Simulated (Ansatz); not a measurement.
CH4Br2OSn (SMILES C[O][SnH]([Br])[Br]), singlet, at a GFN2-xTB geometry (such geometries of metal compounds can be far from the true shape) (core potentials on Sn); R2SCAN/def2-SVP in Ansatz (a quantum-chemistry and plane-wave program).

Ansatz was given this input:
Ansatz 0.2 input:
```yaml
crystal:
  periodic: [false, false, false]
  atoms:
    - {symbol: Sn, position_ang: [-0.17831678, -0.21218477, 0.55671859]}
    - {symbol: Br, position_ang: [-0.14214531, 2.16970260, -0.20049195]}
    - {symbol: Br, position_ang: [1.63828726, -1.48691561, -0.52099689]}
    - {symbol: O, position_ang: [-1.79376685, -1.04217499, -0.29953810]}
    - {symbol: C, position_ang: [-3.10244954, -0.55320342, -0.27424508]}
    - {symbol: H, position_ang: [-0.10344802, -0.29656825, 2.32991545]}
    - {symbol: H, position_ang: [-3.65291519, -1.16113105, -0.99449051]}
    - {symbol: H, position_ang: [-3.56311194, -0.66621923, 0.70883228]}
    - {symbol: H, position_ang: [-3.16482205, 0.49223266, -0.58630261]}
basis:
  gaussian:
    orbitals: def2-SVP
hamiltonian:
  xc: r2scan
```

What the program printed (banner, timings and long lists left out):

```
Functional definition: r2SCAN
1514 factors; their error is unknown
mean field evaluation 1: about -149050.0285 eV, gradient 5.3e1 eV
mean field evaluation 2: about -148943.4120 eV, gradient 1.8e2 eV
mean field evaluation 4: about -149055.8530 eV, gradient 1.6e1 eV
mean field evaluation 8: about -149056.3632 eV, gradient 1.0e-1 eV
mean field evaluation 16: about -149056.2377 eV, gradient 6.0e-5 eV
mean field -149056.23769287 eV, -5477.7157012663 hartree, gradient 6.0e-5 eV, S^2 0.000000; 0 other end points of the search recorded, 0 dependent functions left out
reference -149056.23770389 eV, -5477.7157016711 hartree; 55, 55 occupied and 83, 83 virtual orbitals, 1514 factors
Total energy: -149056.23770389 eV, -5477.7157016711 hartree
```
